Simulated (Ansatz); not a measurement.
One change: `NB([SiH3])C[SiH3]` becomes `NB([SiH3])CF`.

Ansatz, PBE0-D4/def2-TZVP geometries, multiplicity 1. Each molecule was computed in one conformer, which needn't be the lowest.

```tsv
property	`NB([SiH3])C[SiH3]`
HOMO–LUMO gap (PBE0/def2-TZVPP) / eV	7.33
HOMO–LUMO gap (B3LYP/def2-TZVPP) / eV	6.97
HOMO energy (ωB97M-V/def2-TZVPP) / eV	-9.89
LUMO energy (PBE/def2-TZVPP) / eV	-1.33
size of the dipole moment (ωB97M-V/def2-TZVPP) / D	2.36
HOMO energy (B3LYP/def2-TZVPP) / eV	-7.56
```

(1) What does the change do to each property? (An estimate is asked.)

Results:

(1) Ansatz gave: 
```tsv
property	`NB([SiH3])CF`	shift
HOMO–LUMO gap (PBE0/def2-TZVPP) / eV	7.57	0.24
HOMO–LUMO gap (B3LYP/def2-TZVPP) / eV	7.20	0.23
HOMO energy (ωB97M-V/def2-TZVPP) / eV	-10.19	-0.30
LUMO energy (PBE/def2-TZVPP) / eV	-1.35	-0.02
size of the dipole moment (ωB97M-V/def2-TZVPP) / D	1.21	-1.15
HOMO energy (B3LYP/def2-TZVPP) / eV	-7.82	-0.26
```

Dipoles are sizes alone; their direction can turn.

B3LYP here is the variant with VWN-RPA as its local correlation; programs differ in this.
